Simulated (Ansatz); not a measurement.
Consider the formal exchange of groups at the In–N bond: `C=[N][InH2]` + `B1CO1` → `[InH2][B]1CO1` + `C=N`.

Isolated molecules relaxed with PBE0-D4/def2-TZVP in Ansatz; ΔE leaves out vibrations. CBS: MP2 limit from def2 TZ/QZ plus the TZ coupled-cluster correction, frozen cores. This one scheme is used for every species. DFT in def2-TZVPP. Elements past krypton have def2 core potentials. For In outer-core shells are correlated without core-valence functions, which leaves a few kJ/mol of doubt a bond.

| level | ΔE (kcal/mol) |
| --- | --- |
| PBE0-D4 | -4.2 |
| RPA@PBE/def2-TZVPP | -3.5 |

Q: What does CCSD(T)/CBS give? (Best estimate.)

A: Computed: -2.3 kcal/mol. The listed levels differ from it by -1.9, -1.2 kcal/mol.

Q: What do rigid-rotor, harmonic-oscillator terms from PBE0-D4/def2-TZVP frequencies (298.15 K, 1 bar) make of the CCSD(T)/CBS value? (Estimate.)

A: The calculation gave: ΔZPE = +1.8 kcal/mol, ΔH = -0.2 kcal/mol, ΔS = 0 J/(mol·K), ΔG = -0.2 kcal/mol.

Largest T1 diagnostic among the species: 0.016.

At CCSD(T), def2-SVP lies −1.7 kcal/mol from the extrapolated value and def2-TZVPP −1.3 kcal/mol. From r2SCAN to r2SCAN0 (25 % exact exchange), in def2-TZVPP and without D4, ΔE moves by −0.8 kcal/mol. Leaving LDA and LC-ωPBE aside and taking each functional with its dispersion term where it has one, the values, not all of them listed here, spread over 3.3 kcal/mol, from PBE0-D4 to BLYP-D4. LDA lies −0.8 kcal/mol from PBE without D4.
